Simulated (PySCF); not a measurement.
Compound: C₂H₅FSi.
SMILES with atom numbers: `[F:1][C@@H:2]1[CH2:3][SiH2:4]1` (hydrogens: H5 on C2; H6, H7 on C3; H8, H9 on Si4)

The same species was optimised twice, with GFN2-xTB and with PBE0-D3(BJ)/def2-SVP (PySCF), and the same property calculations (PySCF, gas phase) were run on both structures.

```csv
coordinate,GFN2-xTB,PBE0-D3(BJ)/def2-SVP,change
Si4–H8 (Å),1.448,1.482,+0.034
Si4–H9 (Å),1.450,1.484,+0.034
C2–Si4 (Å),1.897,1.877,-0.020
C3–H6 (Å),1.081,1.097,+0.016
C3–H7 (Å),1.081,1.095,+0.014
C3–Si4 (Å),1.887,1.872,-0.015
C2–H5 (Å),1.085,1.099,+0.014
F1–C2 (Å),1.375,1.363,-0.012
C2–C3 (Å),1.528,1.519,-0.009
Si4–C2–H5 (°),124.3,118.6,-5.7
Si4–C3–H6 (°),119.3,113.7,-5.6
H8–Si4–H9 (°),119.9,116.4,-3.5
C2–Si4–H9 (°),116.2,119.5,+3.3
F1–C2–H5 (°),108.2,111.3,+3.1
C3–Si4–H9 (°),118.0,120.8,+2.8
C2–C3–H7 (°),115.7,118.3,+2.6
Si4–C3–H7 (°),121.8,124.4,+2.6
```

Rotational constants: A = 11518, B = 4440, C = 3705 MHz (GFN2-xTB) against A = 11684, B = 4433, C = 3714 MHz (PBE0-D3(BJ)/def2-SVP). Point groups within 0.08 Å: C1 and C1.

On the GFN2-xTB structure: HOMO (eV) -7.00 [PBE0/pcSseg-1]; LUMO (eV) 0.08 [PBE0/pcSseg-1]; dipole (D) 1.89 [PBE0/pcSseg-1]; GIAO shielding of F1 (ppm) 424.0 [PBE0/pcSseg-1]; GIAO shielding of C2 (ppm) 109.9 [PBE0/pcSseg-1]; GIAO shielding of C3 (ppm) 183.7 [PBE0/pcSseg-1]; GIAO shielding of Si4 (ppm) 498.3 [PBE0/pcSseg-1].

**Question.** What do these properties become on the PBE0-D3(BJ)/def2-SVP structure?

**Answer.** 
```tsv
property	level	on GFN2-xTB	on PBE0-D3(BJ)/def2-SVP	change
HOMO (eV)	PBE0/pcSseg-1	-7.00	-7.02	-0.02
LUMO (eV)	PBE0/pcSseg-1	0.08	0.15	+0.07
dipole (D)	PBE0/pcSseg-1	1.89	1.76	-0.13
energy, GFN2-xTB geometry as zero (kcal/mol)	PBE0/pcSseg-1	0.0	-1.1	-1.1
GIAO shielding of F1 (ppm)	PBE0/pcSseg-1	424.0	424.5	+0.5
GIAO shielding of C2 (ppm)	PBE0/pcSseg-1	109.9	112.0	+2.1
GIAO shielding of C3 (ppm)	PBE0/pcSseg-1	183.7	182.7	-1.0
GIAO shielding of Si4 (ppm)	PBE0/pcSseg-1	498.3	488.7	-9.6
```

The heavy atoms differ by 0.015 Å rms after alignment. Among all bonds Si4–H8 and Si4–H9 change most and about equally (+0.034 Å). Changes are differences of the printed values. Neither structure is proved a minimum here.
